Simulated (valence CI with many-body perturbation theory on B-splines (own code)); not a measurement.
# Forbidden lines of Br28+

Method: relativistic CI+MBPT: five valence electrons over a frozen Dirac-Fock core [He], radial functions for each j: 11 s, 11 p, 10 d, 8 f, 5 g, 2 h, with the one-electron correlation potential Σ1 (screened to all orders), the two-electron term Σ2, the three-electron term Σ3, Breit, model QED; selected single and double excitations, second order for the rest, scaled by the run's own slope (own B-spline code, finite nucleus).

The last digits are not significant, and no measured levels were compared; by estimate large intervals hold to a few tenths of a per cent, small ones and those within an open d or f shell to about a per cent. Among the levels kept, up to 5300 cm⁻¹ of a level comes from second order outside the variational space, and about a tenth of that is noise between levels of different J, which matters for small intervals.

Lines 51 to 64 of 64 in falling wavelength, among levels below 2151.8 eV, chosen from the decays that carry over 1 % of a level's rate. Wavelengths and rates use the calculated energies. Electric multipoles are in the length gauge, E1 and E2 with the static RPA response of the core. S is in atomic units (e²a₀⁴ for E2 and M2, e²a₀⁶ for E3), for M1 in squared Bohr magnetons. Weak lines are less certain than strong ones. Lines between different terms over intervals too small for the method are left out, as are lines whose strength nearly cancels. The highest levels of a list are the least certain.

Levels are named by their leading jj configuration (3d3/2^4 stands for four electrons in 3d with j = 3/2), which in mixed levels can hold well under half, so a name can repeat and another be missing. Letters in brackets count levels of one name in rising energy.

| λ vac (nm) | Upper | Lower | Type | A (s⁻¹) | S (a.u.) |
| --- | --- | --- | --- | --- | --- |
| 0.6649 | (2s^2 2p3/2^2 3p3/2) J=7/2 | (2s^2 2p1/2 2p3/2^2) J=5/2 | E2 | 6.77e+09 | 6.29e-04 |
| 0.6633 | (2s^2 2p1/2 2p3/2 3p3/2) J=7/2 | (2s^2 2p1/2^2 2p3/2) J=3/2 | E2 | 1.08e+10 | 9.92e-04 |
| 0.6611 | (2s^2 2p3/2^2 3p3/2) J=5/2 | (2s^2 2p1/2 2p3/2^2) J=3/2 | E2 | 3.70e+09 | 2.51e-04 |
| 0.6606 | (2s^2 2p3/2^2 3p3/2) J=7/2 | (2s^2 2p1/2 2p3/2^2) J=3/2 | E2 | 7.18e+09 | 6.45e-04 |
| 0.6606 | (2s^2 2p3/2^2 3p3/2) J=3/2 [b] | (2s^2 2p1/2 2p3/2^2) J=1/2 | E2 | 9.20e+09 | 4.13e-04 |
| 0.6598 | (2s^2 2p1/2 2p3/2 3p3/2) J=5/2 [b] | (2s^2 2p1/2^2 2p3/2) J=3/2 | E2 | 5.52e+09 | 3.70e-04 |
| 0.6383 | (2s 2p1/2^2 2p3/2 3d5/2) J=9/2 | (2s^2 2p1/2 2p3/2^2) J=5/2 | E2 | 6.95e+07 | 6.58e-06 |
| 0.6197 | (2s 2p1/2 2p3/2^2 3d5/2) J=9/2 [a] | (2s^2 2p1/2 2p3/2^2) J=5/2 | E2 | 2.37e+09 | 1.94e-04 |
| 0.6164 | (2s 2p1/2 2p3/2^2 3d5/2) J=9/2 [b] | (2s^2 2p1/2 2p3/2^2) J=5/2 | E2 | 2.20e+09 | 1.75e-04 |
| 0.6144 | (2s 2p1/2 2p3/2^2 3d3/2) J=7/2 [a] | (2s^2 2p1/2 2p3/2^2) J=3/2 | E2 | 5.35e+10 | 3.35e-03 |
| 0.6144 | (2s 2p1/2 2p3/2^2 3d3/2) J=9/2 | (2s^2 2p1/2 2p3/2^2) J=5/2 | E2 | 5.46e+10 | 4.27e-03 |
| 0.6073 | (2s 2p1/2^2 2p3/2 3d3/2) J=5/2 [b] | (2s^2 2p1/2^2 2p3/2) J=3/2 | E2 | 1.23e+10 | 5.44e-04 |
| 0.6051 | (2s 2p1/2 2p3/2^2 3d5/2) J=9/2 [c] | (2s^2 2p1/2 2p3/2^2) J=5/2 | E2 | 4.81e+10 | 3.49e-03 |
| 0.5938 | (2s 2p3/2^3 3d5/2) J=9/2 | (2s^2 2p1/2 2p3/2^2) J=5/2 | E2 | 1.36e+10 | 8.97e-04 |
